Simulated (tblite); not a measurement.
C6H15OPSi.
Atom-mapped SMILES: `[CH3:1][Si:2]1([CH3:3])[CH2:4][CH2:5][PH:6](=[O:7])[CH2:8][CH2:9]1` (hydrogens: H10, H11, H12 on C1; H13, H14, H15 on C3; H16, H17 on C4; H18, H19 on C5; H20 on P6; H21, H22 on C8; H23, H24 on C9)

Cartesian coordinates in Å at the GFN2-xTB level; atoms count from 1:
```
atom  x, y, z in Å
C1    -2.4278   -0.9411    0.9291
Si2   -0.9511   -0.1478    0.0295
C3    -1.5303    0.7951   -1.5258
C4    -0.0683    1.0606    1.2157
C5     1.2643    1.5226    0.6498
P6     2.3986    0.1429    0.2824
O7     3.7554    0.5652   -0.0786
C8     1.5984   -0.9263   -0.9592
C9     0.2829   -1.5148   -0.4766
H10   -2.9451   -1.6388    0.2805
H11   -3.1439   -0.1868    1.2345
H12   -2.1221   -1.4830    1.8177
H13   -0.7008    1.2556   -2.0547
H14   -2.2303    1.5840   -1.2680
H15   -2.0329    0.1312   -2.2226
H16    0.1108    0.5732    2.1754
H17   -0.6938    1.9309    1.4217
H18    1.1397    2.0783   -0.2853
H19    1.8020    2.1791    1.3423
H20    2.3381   -0.6310    1.4476
H21    2.3317   -1.7013   -1.2072
H22    1.4660   -0.3132   -1.8567
H23   -0.1371   -2.1486   -1.2596
H24    0.4842   -2.1663    0.3754
```

Method: GFN2-xTB as coded in tblite; computed harmonic values from a numerical Hessian at the method's own geometry, unscaled. Against measured fundamentals such values can be off by several per cent, at times by over 20. Modes of hydrogen on phosphorus can be 10 to 20 % off. One conformer, not necessarily the lowest.

Harmonic wavenumbers (cm⁻¹): 48.2, 87.6, 100.5, 127.1, 139.0, 160.4, 162.7, 210.4, 219.2, 234.4, 260.4, 322.6, 366.4, 446.4, 593.9, 640.9, 669.9, 718.3, 727.4, 734.5, 748.9, 765.4, 787.1, 805.7, 814.8, 839.9, 859.7, 873.3, 922.2, 949.7, 1046.0, 1049.9, 1060.4, 1063.0, 1141.3, 1150.1, 1244.6, 1261.4, 1282.1, 1283.3, 1295.5, 1371.5, 1376.8, 1440.3, 1446.1, 1472.8, 1475.3, 1479.0, 1482.0, 1485.8, 1489.7, 2242.6, 2915.4, 2920.0, 2935.6, 2936.3, 2969.6, 2971.6, 2984.9, 2986.2, 3038.1, 3043.3, 3044.3, 3051.4, 3061.2, 3061.9.

A = 2094, B = 743.1, C = 691.9 MHz; mass 162.063 u (most abundant isotopes); point group Cs, symmetry number 1.

What is the zero-point energy?

½Σν̃ = 43448 cm⁻¹ = 519.76 kJ/mol.

Entropy at 273.15 K, 1 bar (ideal gas, RRHO, classical rotation)?

Translation 170.49, rotation 124.76, vibration 145.79: S = 441.0 J/(mol K).

And Cp and H(273.15 K) − H(0)?

Cp = 186.40 J/(mol K), of which vibrations give 153.14 (their classical limit is 66 R = 548.8); H(273.15 K) − H(0) = 30.56 kJ/mol without the zero-point energy, 21.48 from vibrations.

How do the functions run with temperature in this model?

```
 T (K)  S (J/(mol K))  Cp (J/(mol K))  H − H(0) (kJ/mol)  G − H(0) (kJ/mol)  ln q(vib)
    50          252.5            60.9               2.14             -10.48       0.50
   100          306.6            96.9               6.15             -24.51       1.99
298.15          458.0           200.2              35.40            -101.15       8.94
373.15          507.2           240.1              51.92            -137.35      11.51
   500          585.9           298.1              86.20            -206.75      15.80
   750          723.3           379.3             171.62            -370.87      23.92
  1000          840.3           433.1             273.58            -566.70      31.46
```

q(vib) and H(0) count from the zero-point level.

What must be added to the electronic energy to get the Gibbs energy at 273.15 K and 1 bar?

ZPE + [H(273.15 K) − H(0)] − T·S = 519.76 + 30.56 − 120.47 = 429.85 kJ/mol.

Hindered rotation and anharmonicity are outside this model. Other conformers, if any are populated, would add a mixing term that is left out.
